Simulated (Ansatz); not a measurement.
One geometry of TiO4H4, several levels of theory.

```yaml
crystal:
  periodic: [false, false, false]
  atoms:
    - {symbol: Ti, position_ang: [0.341821, 0.108784, -0.647999]}
    - {symbol: O, position_ang: [-0.139586, -1.197675, 1.013336]}
    - {symbol: O, position_ang: [0.830496, 1.412383, 0.521625]}
    - {symbol: O, position_ang: [-0.689378, 0.687278, -2.004350]}
    - {symbol: O, position_ang: [-1.358623, -0.327157, -1.202828]}
    - {symbol: H, position_ang: [-1.082957, -1.453461, 1.002501]}
    - {symbol: H, position_ang: [-0.007555, -0.668977, 1.825608]}
    - {symbol: H, position_ang: [1.662417, -0.841503, -1.235189]}
    - {symbol: H, position_ang: [0.443355, 2.280338, 0.727295]}
basis:
  gaussian: {orbitals: def2-TZVP, initial_orbitals: start.molden}
hamiltonian: {xc: {name: CAM-B3LYP}, dispersion: d4}
scf: {omitted_lower_state_checks: [starts]}
output: {orbitals: {seedname: orbitals}}
```

The file start.molden holds the orbitals of an earlier run on this structure, at another level or in another basis.

```sh
$ ansatz run in.yaml --threads 2 --pin off --events-out ev --progress --plain --max-ram 4352MiB
```

Shortened log:

```
Functional definition: CAM-B3LYP
1243 factors; their error is unknown
304 factors; integrals over basis functions are off by at most 1.3e-5 eV
mean field evaluation 1: about -31371.1739 eV, gradient 8.1e0 eV
mean field evaluation 2: about -31371.2565 eV, gradient 8.4e-2 eV
mean field evaluation 4: about -31371.3539 eV, gradient 3.0e-4 eV
mean field -31371.35392010 eV, -1152.8759922962 hartree, gradient 2.7e-5 eV, S^2 0.000000; 0 other end points of the search recorded, 0 dependent functions left out
reference -31371.35405396 eV, -1152.8759972155 hartree; 29, 29 occupied and 164, 164 virtual orbitals, 1243 factors
Total energy: -31371.50313753 eV, -1152.8814759358 hartree
Checks for a lower state left out: starts
```

It took 6 s on 2 threads of Arm Neoverse V1 on a shared host.

As the first input, with `correlation: {method: ccsd_t}` and without the key `hamiltonian` (abridged; 3.8 min):

```
Functional definition: HF
mean field -31301.56676736 eV, -1150.3113617367 hartree, gradient 4.7e-6 eV, S^2 0.000000
9 core orbitals not correlated: weight in the atoms' cores, before any rotation towards them, 1.000 or more for the frozen orbitals, at most 0.000 for the correlated occupied ones
second order -37.45211178 eV of doubles, -0.00000000 eV of singles
cycle   1  -35.41830313 eV  change     2.0e0 eV  update   2.7e-1
cycle   2  -36.85221709 eV  change    -1.4e0 eV  update   1.9e-1
cycle   3  -37.21613189 eV  change   -3.6e-1 eV  update   6.6e-2
cycle   4  -37.28479185 eV  change   -6.9e-2 eV  update   3.2e-2
cycle   5  -37.25074441 eV  change    3.4e-2 eV  update   1.6e-2
cycle   6  -37.24250189 eV  change    8.2e-3 eV  update   9.1e-3
cycle   7  -37.24951915 eV  change   -7.0e-3 eV  update   5.8e-3
cycle   8  -37.24876221 eV  change    7.6e-4 eV  update   2.8e-3
cycle   9  -37.24929804 eV  change   -5.4e-4 eV  update   1.2e-3
cycle  10  -37.25121987 eV  change   -1.9e-3 eV  update   5.7e-4
cycle  11  -37.25007573 eV  change    1.1e-3 eV  update   2.7e-4
cycle  12  -37.24952970 eV  change    5.5e-4 eV  update   1.7e-4
cycle  13  -37.24984047 eV  change   -3.1e-4 eV  update   7.8e-5
cycle  14  -37.24969629 eV  change    1.4e-4 eV  update   5.7e-5
cycle  15  -37.24977069 eV  change   -7.4e-5 eV  update   3.2e-5
cycle  16  -37.24984186 eV  change   -7.1e-5 eV  update   1.8e-5
cycle  17  -37.24982953 eV  change    1.2e-5 eV  update   8.4e-6
perturbative correction -1.88536621 eV, -0.0692859302 hartree
Total energy: -31340.70196310 eV, -1151.7495536531 hartree
Checks for a lower state left out: starts
```

As the first input, with `hamiltonian: {xc: r2scan, dispersion: d4}` (abridged; 7 s):

```
Functional definition: r2SCAN
mean field -31368.87965903 eV, -1152.7850648791 hartree, gradient 2.2e-5 eV, S^2 0.000000
Total energy: -31368.92245845 eV, -1152.7866377288 hartree
Checks for a lower state left out: starts
```

The first input with `hamiltonian: {xc: pbe0, dispersion: d4}` (abridged; 6.5 s):

```
Functional definition: PBE0
mean field -31358.80409347 eV, -1152.4147946743 hartree, gradient 1.5e-5 eV, S^2 0.000000
Total energy: -31358.95122766 eV, -1152.4202017558 hartree
Checks for a lower state left out: starts
```

The first input with `hamiltonian: {xc: pbe, dispersion: d4}`, `output: {forces: true, orbitals: {seedname: orbitals}}` (abridged; 4.4 s):

```
Functional definition: PBE
mean field -31359.36159904 eV, -1152.4352826260 hartree, gradient 1.9e-5 eV, S^2 0.000000
Total energy: -31359.53575681 eV, -1152.4416828058 hartree
Atom 0 force     0.099403    -0.256557    -0.079713 eV/Å
Atom 1 force    -0.163910    -0.001522     0.226602 eV/Å
Atom 2 force     0.072621     0.504957     0.320162 eV/Å
Atom 3 force    -0.074533     0.152163    -0.293875 eV/Å
Atom 4 force    -0.225834    -0.135449    -0.027750 eV/Å
Atom 5 force     0.125582    -0.021327    -0.047553 eV/Å
Atom 6 force     0.041141    -0.074341    -0.066042 eV/Å
Atom 7 force     0.024214    -0.022360    -0.009851 eV/Å
Atom 8 force     0.101316    -0.145563    -0.021981 eV/Å
Dipole moment:    -0.265321     0.081384     1.050829 e Å
Checks for a lower state left out: starts
```

As the first input, with `hamiltonian: {xc: {name: B97M-V}}` (abridged; 14 s):

```
Functional definition: B97M-V
mean field -31365.12620027 eV, -1152.6471278136 hartree, gradient 2.2e-5 eV, S^2 0.000000
Total energy: -31365.12627953 eV, -1152.6471307266 hartree
Checks for a lower state left out: starts
```

Geometry: PBE-D4/def2-SVP.

Correlated methods freeze 9 core orbitals; core or outer-core shells of Ti are correlated, in sets that lack core-valence functions. The structure holds one bond between oxygen atoms, so isomers without such links may lie far lower. Another isomer (singlet) lies 0.39 eV lower at PBE0-D4/def2-TZVP; other spin states weren't run for this one.
